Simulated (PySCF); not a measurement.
CHOS, charge +1, singlet, at a GFN2-xTB geometry; PySCF with BHANDHLYP/6-31G*, TDA.

The PySCF input:
```python
from pyscf import gto, scf, dft, tdscf

mol = gto.M(
    atom='''
O    -0.341805    0.101021   -1.687045
C    -0.131217    0.040980   -0.583260
S     0.275850   -0.094739    0.974709
H    -0.891865    0.461767    1.400571
''',
    basis='6-31g*',
    charge=1,
    spin=0,
    verbose=3,
)

mf = dft.RKS(mol)
mf.xc = 'bhandhlyp'
mf.kernel()
td = mf.TDA()
td.nstates = 15
td.kernel()
td.analyze()
```

What the program printed (banner, timings and long lists left out):

```
converged SCF energy = -511.686298112852
Excitation energies (eV)
[ 5.30003345  7.43468971  7.87557294  9.08408934  9.14282129  9.51224212
 10.14361093 10.26668678 11.03567085 11.26773587 11.53956278 12.42383968
 12.45358895 12.94107959 13.97649149]

** Singlet excitation energies and oscillator strengths **
Excited State   1:      5.30003 eV    233.93 nm  f=0.0004
Excited State   2:      7.43469 eV    166.76 nm  f=0.0550
Excited State   3:      7.87557 eV    157.43 nm  f=0.0015
Excited State   4:      9.08409 eV    136.49 nm  f=0.0052
Excited State   5:      9.14282 eV    135.61 nm  f=0.0016
Excited State   6:      9.51224 eV    130.34 nm  f=0.0000
Excited State   7:     10.14361 eV    122.23 nm  f=0.4319
Excited State   8:     10.26669 eV    120.76 nm  f=0.1348
Excited State   9:     11.03567 eV    112.35 nm  f=0.0055
Excited State  10:     11.26774 eV    110.03 nm  f=0.0329
Excited State  11:     11.53956 eV    107.44 nm  f=0.1624
Excited State  12:     12.42384 eV     99.80 nm  f=0.0104
Excited State  13:     12.45359 eV     99.56 nm  f=0.1983
Excited State  14:     12.94108 eV     95.81 nm  f=0.0901
Excited State  15:     13.97649 eV     88.71 nm  f=0.1138
```
